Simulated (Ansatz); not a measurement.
The pair A = CH4 (SMILES C) (first 5 atoms), B = CH4O (SMILES CO); geometry from B3LYP-D3(BJ)/def2-TZVP.
(charge 0, multiplicity 1):
```xyz
11

C     -0.07215     0.03071    -0.15670
H      0.04576     0.26599    -1.21319
H     -0.64912    -0.88962    -0.06234
H      0.91145    -0.10370     0.29225
H     -0.59419     0.84834     0.33873
C      0.65683     0.27042     3.58323
O     -0.69178     0.00227     3.22936
H      1.26678    -0.63957     3.60637
H      0.64228     0.69954     4.58417
H      1.12539     0.99219     2.90500
H     -0.70632    -0.37617     2.34484
```

Frozen-core correlation. MP2 and its Hartree–Fock in aug-cc-pVTZ are density fitted.

The values were computed with Ansatz (Gaussian basis) for Hartree–Fock, density functionals and correlated methods. 

The counterpoise-corrected interaction energy is E(AB) − E(A in the pair's basis) − E(B in the pair's basis). Total energies (hartree):

```
level                          AB  A in the pair's basis  B in the pair's basis
-------------------  ------------  ---------------------  ---------------------
HF/aug-cc-pVDZ       -155.2607741            -40.1998989           -115.0617112
MP2/aug-cc-pVDZ      -155.7918771            -40.3682077           -115.4223637
HF/aug-cc-pVTZ       -155.3048465            -40.2135680           -115.0920332
MP2/aug-cc-pVTZ      -155.9454954            -40.4145598           -115.5291851
CCSD(T)/aug-cc-pVDZ  -155.8536013            -40.3960478           -115.4561765
```

### Question
Work out the counterpoise-corrected interaction energy at the basis-set limit: extrapolate the MP2 correlation part as X⁻³, take Hartree–Fock from the larger set, and add the CCSD(T) − MP2 difference of aug-cc-pVDZ.

### Answer

1. Differences (1 hartree = 627.509 kcal/mol): HF/aug-cc-pVDZ 0.525; MP2/aug-cc-pVDZ -0.819; HF/aug-cc-pVTZ 0.474; MP2/aug-cc-pVTZ -1.098; CCSD(T)/aug-cc-pVDZ -0.864.
2. Correlation parts, MP2 less HF: -1.344 in aug-cc-pVDZ (X = 2), -1.572 in aug-cc-pVTZ (X = 3).
3. Limit (3³·(-1.572) − 2³·(-1.344))/(3³ − 2³) = -1.668; with HF/aug-cc-pVTZ it gives -1.194.
4. CCSD(T) less MP2 in aug-cc-pVDZ: -0.045.
Result: -1.24 kcal/mol, against -0.82 at MP2/aug-cc-pVDZ. It is an estimate of this method's limit, not of the exact value.

Ansatz is a first-principles code.
